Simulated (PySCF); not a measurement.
# Relaxation of singlet RuS3

Level of theory: PBE0 in PySCF with Ru def2-SVP with ECP28, S def2-SVP; scalar-relativistic core potentials, no spin–orbit coupling; density-fitted integrals. A (50,194) grid was used.

A hand-made T-shaped start, of C2v symmetry, held to at least that symmetry:

```xyz
4
charge 0 multiplicity 1, angstrom
Ru    0.0000    0.0000   -0.3596
S     0.0000    0.0000    1.7204
S     2.0787    0.0000   -0.2870
S    -2.0787    0.0000   -0.2870
```

(1) What forces act on the atoms at the start (eV/Å)?

(2) What does it relax to?

(3) How much energy is released, and in how many steps?

## Answers

(1) 
```json
{"atom": "Ru1", "Fx": "0.00", "Fy": "0.00", "Fz": "-1.72"}
{"atom": "S2", "Fx": "0.00", "Fy": "0.00", "Fz": "2.40"}
{"atom": "S3", "Fx": "0.28", "Fy": "0.00", "Fz": "-0.34"}
{"atom": "S4", "Fx": "-0.28", "Fy": "0.00", "Fz": "-0.34"}
```

(2) It ends at D3h with Ru–S 2.051 Å (×3); S–Ru–S 120.0° (×3) (after a last refinement on a finer grid). A frequency run shows a minimum. Other isomers or separated fragments may lie lower.

(3) 245.0 kJ/mol in 11 steps.

The relaxation took roughly 2.3 core-minutes on a shared host.
